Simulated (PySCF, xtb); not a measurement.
OV, SMILES [O]=[V] (connectivity only; charge and spin as stated), neutral, multiplicity 4.

Harmonic wavenumbers (cm⁻¹) from GFN2-xTB (xtb) at its own minimum, in rising order: 988.

### Question
What does PBE-D3(BJ)/def2-TZVPD in PySCF give at its own minimum? (An estimate is asked for; the answer gives what the named calculation found.)

### Answer
1024. Paired by order, the mean absolute difference is 36 cm⁻¹ and the zero-point energies are 1.4 and 1.5 kcal/mol.
